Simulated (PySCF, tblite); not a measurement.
Isomers of C6H7PSSi, one GFN2-xTB conformer each. Single-point energies are computed at PBE0/pcSseg-1 (PySCF, gas phase, no added dispersion term), electronic only.

Problem. Rank them by PBE0/pcSseg-1 energy, lowest first (kcal/mol).
A. `s1c(C#C)c([SiH3])pc1C`
B. `[SiH3:1][C:2]1=[CH:3][P:4]1[c:5]1[cH:6][cH:7][s:8][cH:9]1` with C3–P4–C5–C6 29°

Solution. A (0.0), B (0.2).

As drawn, the lower has a C≡C bond, which the higher lacks; the higher has a three-membered ring and a C=C bond outside aromatic rings, which the lower lacks. Neighbours under 2.5 kcal/mol apart (C#Cc1sc(C)pc1[SiH3] and [SiH3]C1=CP1c1ccsc1) can change places with a better method, another conformer or zero-point energy. GFN2-xTB itself gives, in the same order: 0.0, 6.1. Both levels put the same isomer lowest.

Problem. Which frontier levels, dipoles and rotational constants go with these structures?

Solution. 
```tsv
SMILES	HOMO (eV, PBE0/pcSseg-1)	LUMO (eV)	dipole (D)	A, B, C (MHz)
C#Cc1sc(C)pc1[SiH3]	-6.64	-1.82	1.27	1497, 861.1, 552.0
[SiH3]C1=CP1c1ccsc1	-6.71	-1.13	1.56	2164, 552.7, 483.7
```

Problem. What happens when harmonic zero-point energies from GFN2-xTB frequencies are added?

Solution. 
```tsv
SMILES	ZPE (kcal/mol)	electronic (kcal/mol)	with ZPE (kcal/mol)
C#Cc1sc(C)pc1[SiH3]	62.4	0.0	0.0
[SiH3]C1=CP1c1ccsc1	62.5	0.2	0.3
```

The zero-point energies span 0.1 kcal/mol. The order is unchanged.
